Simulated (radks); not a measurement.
Values are calculated unless marked as measured or tabulated.
Effect of the nuclear size on the chlorine ion Cl11+, [He] 2s2 2p2. Code: a radial shooting solver on a logarithmic mesh with Libxc functionals. Model: Dirac Kohn-Sham, BLYP, spin-unpolarised, spherical densities, finite nucleus; open shells fill j = l - 1/2 first; Fermi nuclear charge, rms radius 3.3654 fm. The rms radius is varied about that value; shifts are against it.

[
 {"rms radius (fm)": "2.9144", "total energy shift (eV)": "-0.00357", "density at nucleus (e/bohr^3)": "3659", "1s1/2 shift (meV)": "-1.48", "2s1/2 shift (meV)": "-0.139"},
 {"rms radius (fm)": "3.0659", "total energy shift (eV)": "-0.00242", "density at nucleus (e/bohr^3)": "3656", "1s1/2 shift (meV)": "-1.01", "2s1/2 shift (meV)": "-0.094"},
 {"rms radius (fm)": "3.3654", "total energy shift (eV)": "0", "density at nucleus (e/bohr^3)": "3649", "1s1/2 shift (meV)": "0.000", "2s1/2 shift (meV)": "0.000"},
 {"rms radius (fm)": "3.6548", "total energy shift (eV)": "0.00255", "density at nucleus (e/bohr^3)": "3643", "1s1/2 shift (meV)": "1.06", "2s1/2 shift (meV)": "0.099"},
 {"rms radius (fm)": "3.712", "total energy shift (eV)": "0.00308", "density at nucleus (e/bohr^3)": "3642", "1s1/2 shift (meV)": "1.28", "2s1/2 shift (meV)": "0.120"}
]

Slopes of the eigenvalues against <r^2> in GHz/fm^2, as finite differences over the two radii next to the reference (eigenvalue slopes, not the field-shift constants of lines): 1s1/2 126, 2s1/2 11.8.
